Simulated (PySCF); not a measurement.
# How methods differ on the ionisation energy of Cu+

Cu+ [Ar] 3d10 (1S) → Cu(2+) [Ar] 3d9 (2D), as a difference of total energies. Computed with PySCF 2.14 in def2-QZVPPD (11s6p5d4f2g, 100 functions), with no relativity, point nucleus. Correlated levels: valence: [Ar] frozen. The calculations carry no spin-orbit coupling.

```tsv
method	ionisation energy (eV)	plus first-order spin-orbit estimate	difference from reference of that sum (eV)
UHF	17.335	17.219	-3.073
MP2 (valence)	20.985	20.869	+0.577
SCS-MP2 (valence)	20.548	20.431	+0.139
CCSD (valence)	19.977	19.861	-0.431
CCSD(T) (valence)	20.204	20.088	-0.204
```

Reference: 20.292 eV (measured; NIST Atomic Spectra Database, ionization energies).

A first-order spin-orbit estimate (lowest level to lowest level, LS coupling) adds -0.116 eV.

These non-relativistic numbers lack the scalar-relativistic shift.

Errors of the correlated levels include the incompleteness of this basis and the frozen core.
